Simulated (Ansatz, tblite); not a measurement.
Cost and result up the ladder for B2(Br)4 (B2Br4) (6 atoms). Total charge 0; singlet. Geometry: PBE-D4/def2-SVP.

Cartesian coordinates in Å:
```
B 0.034 -0.581 -0.609
Br -1.024 -2.170 -0.466
Br 1.170 -0.302 -2.125
B -0.034 0.581 0.609
Br -1.312 2.002 0.496
Br 1.167 0.471 2.096
```

Ansatz on 4 threads of Intel Xeon 6975P-C on a shared host; xTB runs through tblite on one thread. Times are rough, summed over both states, and most runs start from the orbitals of an earlier one. PBE0-D4/def2-TZVP serves as the yardstick here, not as an exact answer. The other state is a triplet.

The xTB rows come from tblite.

xTB has no spin-polarisation term.

```csv
level,functions,wall time,vertical triplet (eV),difference from PBE0-D4/def2-TZVP (eV)
GFN1-xTB,44,0.011 s,3.36,-0.44
GFN2-xTB,44,0.014 s,3.08,-0.73
PBE-D4/def2-TZVP,254,5.3 s,3.41,-0.40
r2SCAN-D4/def2-TZVP,254,24 s,3.57,-0.24
PBE0-D4/def2-TZVP (with forces),254,25 s,3.81,0.00
```
